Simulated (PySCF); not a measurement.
Isomers of C3H11B2N. Method: PySCF, PBE0-D3(BJ)/def2-SVP geometry optimisation, gas phase. Energies are electronic, without zero-point or thermal terms, for one conformer each. No frequencies were run at this level. Point groups hold within 0.08 Å.

**Question.** Rank from lowest to highest electronic energy at this level (kJ/mol).
A. `[BH2:1][NH:2][BH:3][CH2:4][CH2:5][CH3:6]` with B1–N2–B3–C4 178°, N2–B3–C4–C5 152°, B3–C4–C5–C6 176°
B. `[BH2:1][NH:2][BH:3][CH:4]([CH3:5])[CH3:6]` with B1–N2–B3–C4 179°, N2–B3–C4–C5 125°
C. `[CH3:1][BH:2][CH2:3][BH:4][NH:5][CH3:6]` with C1–B2–C3–B4 -85°, B2–C3–B4–N5 -92°, C3–B4–N5–C6 179°

**Answer.** A (0.0), B (5.1), C (54.4).

Neighbours under 10 kJ/mol apart (BNBCCC and BNBC(C)C) can change places with a better method, another conformer or zero-point energy.

```csv
SMILES,E (Eh),E rel (kJ/mol),dipole (D),point group,"A, B, C (MHz)"
BNBCCC,-225.01589,0.0,1.66,C1,"17711, 1171, 1132"
BNBC(C)C,-225.01395,5.1,1.62,near Cs,"7076, 1721, 1525"
CBCBNC,-224.99516,54.4,1.71,C1,"7742, 1490, 1390"
```

**Question.** How do the relative energies change in single points at PBE0/pcSseg-1 (no added dispersion term) on the same geometries?

**Answer.** 
```csv
SMILES,PBE0-D3(BJ)/def2-SVP (kJ/mol),PBE0/pcSseg-1 (kJ/mol),shift
BNBCCC,0.0,0.0,0.0
BNBC(C)C,5.1,6.1,+1.0
CBCBNC,54.4,55.5,+1.1
```

Each column counts from its own lowest isomer. The order is unchanged; the largest shift is 1.1 kJ/mol.

**Question.** As an exercise, what shares would exp(−E/RT) give at 2000 K from these electronic energies alone (no entropy, no degeneracies)?

**Answer.** RT = 16.629 kJ/mol: BNBCCC 56.4 %, BNBC(C)C 41.5 %, CBCBNC 2.1 %.
